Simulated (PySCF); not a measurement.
**How the method changes the constants of GaCl⁺**

State: ²Σ⁺ (doublet), unpaired electrons σ ↑. Set-up: PySCF, no relativity, basis sets Ga def2-TZVPPD, Cl def2-TZVPPD. De refers to Ga⁺ + Cl in their high-spin ground configurations, without counterpoise correction. The functionals are run spin-unrestricted. A positive dipole points towards Cl; it is taken about the centre of mass and depends on that origin.

```
      Level  Re (Å)  ωe (cm⁻¹)  De (eV)  μ (D)  CPU s a point (SCF and correlation, without the integrals)
        UHF   2.077        463    0.485  -3.68                                                         1.7
    UHF-MP2   2.066        480     1.23    n/a                                                         2.9
UHF-SCS-MP2   2.076        467     0.98    n/a                                                         n/a
   UHF-CCSD   2.084        440     0.86    n/a                                                         n/a
UHF-CCSD(T)   2.088        439     0.98    n/a                                                         100
        PBE   2.115        399     1.19  -2.67                                                         1.3
       PW91   2.113        400     1.20  -2.66                                                        0.91
       TPSS   2.104        412     1.22  -2.78                                                         1.6
     r²SCAN   2.078        443     1.35  -2.81                                                         1.7
      TPSSh   2.095        422     1.20  -2.88                                                         2.5
    r²SCANh   2.074        447     1.30  -2.90                                                         2.6
       PBE0   2.088        428     1.13  -2.95                                                         3.4
      HSE06   2.091        423     1.10  -2.93                                                         3.3
     B2PLYP   2.097        423     0.95  -3.22                                                         2.8
```

The bond length runs from 2.066 Å (UHF-MP2) to 2.115 Å (PBE). De spans 0.48 eV (UHF, mean field) to 1.35 eV (r²SCAN, meta-GGA). Correlation at CCSD(T) changes the Hartree–Fock bond energy by +0.50 eV; the triples alone change it by +0.12 eV.

Correlated steps freeze 14 core orbitals. Spin–orbit coupling is left out. For an ion De counts to the pair picked by the measured ionisation energies or electron affinities, which need not be the lowest pair at this level. B2PLYP dipoles, levels and charges come from its SCF part alone. The state is the lowest determinant that a PBE0 search found; another state may lie lower at other levels.

The whole job (state search and all levels along the bond) took about 11 min on 2 threads of Intel Xeon Platinum 8488C (shared host), peak memory 4.6 GiB.
